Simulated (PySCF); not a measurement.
## Calculated NMR parameters of C#C[Si@H]1C=C(C(C)=O)[SiH2]O1

| Item | Value |
| --- | --- |
| Formula | C6H8O2Si2 |
| SMILES | C#C[Si@H]1C=C(C(C)=O)[SiH2]O1 |
| InChI | InChI=1S/C6H8O2Si2/c1-3-10-4-6(5(2)7)9-8-10/h1,4,10H,9H2,2H3/t10-/m0/s1 |
| Point group of the computed structure | C1 |
| Degrees of unsaturation | 5 |
| Carbon signals | 6 |
| Proton signals | 6 |

Numbering as in the mapped SMILES `[CH:1]#[C:2][Si@H:3]1[CH:4]=[C:5]([C:6]([CH3:7])=[O:8])[SiH2:9][O:10]1`; H(Xn) means a hydrogen on atom n. Ha(Si9) is cis to C2 on the ring; Hb(Si9) is trans to C2 on the ring.

Method: structure optimised with GFN2-xTB, NMR shieldings at PBE0/pcSseg-1/GIAO, in PySCF 2.14 (no solvent, non-relativistic, a single conformation, fast rotation and ring inversion assumed for equivalent nuclei).

Chemical shifts δ = σref − σ; 1H (31.72 ppm) and 13C (186.93 ppm) and 29Si (349.16 ppm) against TMS; 17O (336.08 ppm) against H2O, all at this level.

| carbon | δC, type | δH (multiplicity) | HMBC from (2–3 bonds) | span of the C tensor (ppm) |
| --- | --- | --- | --- | --- |
| C1 | 103.7, CH | 2.08 (d) | H(Si3) | 244 |
| C2 | 88.1, C | – | H(C4), H(Si3), H(C1) | 289 |
| C4 | 164.2, CH | 7.68 (d) | H(Si3), Ha(Si9), Hb(Si9) | 252 |
| C5 | 172.4, C | – | H(C4), H(Si3), Ha(Si9), Hb(Si9), H(C7) | 205 |
| C6 | 204.6, C | – | H(C4), Ha(Si9), Hb(Si9), H(C7) | 204 |
| C7 | 28.2, CH3 | 2.47 (s) | – | 49 |

Other nuclei:
| atoms | nucleus | environment | δ (ppm) | σ (ppm) |
| --- | --- | --- | --- | --- |
| H(Si3) | 1H | hydrogen on a silicon bonded to 2 C, O, in a 5-membered ring | 5.49 | 26.23 |
| Ha(Si9) | 1H | hydrogen on a silicon bonded to C, O, in a 5-membered ring | 5.38 | 26.33 |
| Hb(Si9) | 1H | hydrogen on a silicon bonded to C, O, in a 5-membered ring | 5.34 | 26.37 |
| Si9 | 29Si | silicon bonded to C, O, 2 H, in a 5-membered ring | -11.5 | 360.6 |
| Si3 | 29Si | silicon bonded to 2 C, O, H, in a 5-membered ring | -24.9 | 374.1 |
| O8 | 17O | ketone oxygen | 696.0 | -359.9 |
| O10 | 17O | oxygen bonded to 2 Si, in a 5-membered ring | 36.6 | 299.5 |

Carbon types of the structure: 3 × C, 2 × CH, 1 × CH3, leaving 3 H on heteroatoms. δC 204.6: ketone carbonyl carbon; the double bond to the heteroatom, with no lone-pair donor beside it, deshields it most. δC 172.4: α carbon of a C=C–C=O unit. δC 164.2: β carbon of a C=C–C=O unit; conjugation with the carbonyl draws π density from the β position. δC 103.7: terminal alkyne carbon; the triple bond shields along its axis, which puts it between sp3 and sp2 carbons. δC 88.1: alkyne carbon; the triple bond shields along its axis, which puts it between sp3 and sp2 carbons.

Shifts are as computed. Against solution values, carbons near 30 ppm lie about +3 ppm off and those near 130 ppm about +5 ppm. Of 1309 compounds with measured shifts, 239 miss one by over three times the rms of a fit or turn the order of signals round; such compounds aren't used in these exercises. Unscaled 17O shifts of doubly bonded oxygen tend to come out too high, by tens of ppm or more. Experimental scales use liquid or dissolved standards, which lie at an offset from isolated H2O (liquid H2O: subtract about 36 ppm). Multiplicities follow the n + 1 count of equivalent neighbours, as no J values were calculated; m marks all less simple cases, F and P coupling included.
